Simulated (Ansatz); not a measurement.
CH9AlOSi2 (`C[SiH]([AlH2])O[SiH3]`). The species carries charge 0 and has multiplicity 1. The geometry is a stationary point of PBE0-D4/def2-TZVP. It is one conformer, not always the lowest.

```xyz
14

C     0.805    1.691    0.508
Si   -0.304    0.451   -0.354
Al   -2.706    0.772    0.116
O     0.144   -1.081    0.080
Si    1.250   -2.247   -0.207
H     0.536    2.709    0.210
H     1.852    1.527    0.239
H     0.718    1.621    1.594
H    -0.061    0.599   -1.828
H    -3.653   -0.432    0.544
H    -3.350    2.222   -0.028
H     1.408   -2.465   -1.670
H     2.572   -1.865    0.361
H     0.788   -3.502    0.435
```

Question: What is the dipole moment at ωB97M-V/def2-TZVPP? (Estimate.)

Answer: Ansatz gave: 0.85 D, with components (0.50, 0.66, 0.18) D in this frame, pointing from negative to positive charge.

Question: And with PBE, r2SCAN, B3LYP? (Estimate.)

Answer: The calculation gave: PBE 0.93 D, r2SCAN 0.93 D, B3LYP 0.87 D.

Question: Give the Mulliken charges with ωB97M-V, PBE, B3LYP in def2-TZVPP. (Estimate.)

Answer: Ansatz gave: 
| atom | ωB97M-V | PBE | B3LYP |
| --- | --- | --- | --- |
| C1 | -0.45 | -0.37 | -0.39 |
| Si2 | 0.24 | 0.25 | 0.33 |
| Al3 | 0.35 | 0.32 | 0.38 |
| O4 | -0.40 | -0.32 | -0.40 |
| Si5 | 0.28 | 0.31 | 0.39 |
| H6 | 0.12 | 0.11 | 0.10 |
| H7 | 0.12 | 0.10 | 0.10 |
| H8 | 0.12 | 0.10 | 0.10 |
| H9 | -0.05 | -0.10 | -0.11 |
| H10 | -0.11 | -0.11 | -0.14 |
| H11 | -0.11 | -0.11 | -0.14 |
| H12 | -0.04 | -0.06 | -0.08 |
| H13 | -0.04 | -0.07 | -0.08 |
| H14 | -0.03 | -0.06 | -0.07 |

B3LYP here is the variant with VWN-RPA as its local correlation; programs differ in this.
